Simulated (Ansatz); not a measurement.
This singlet lies 2.52 eV below the relaxed triplet at the level composite: frozen-core CCSD(T) with HF/cc-pV5Z and the correlation energy extrapolated as X^-3 from cc-pVQZ and cc-pV5Z, plus CCSDT(Q) minus CCSD(T) in cc-pVTZ // B3LYP-D3(BJ)/def2-TZVP (Ansatz, a first-principles code).

A geometry relaxed with B3LYP-D3(BJ)/def2-TZVP (Ansatz), charge 0, multiplicity 1:

```xyz
2

Cl    -0.8607     0.0000     0.0000
B      0.8607     0.0000     0.0000
```

Write the SMILES of this molecule.

`[B]Cl`
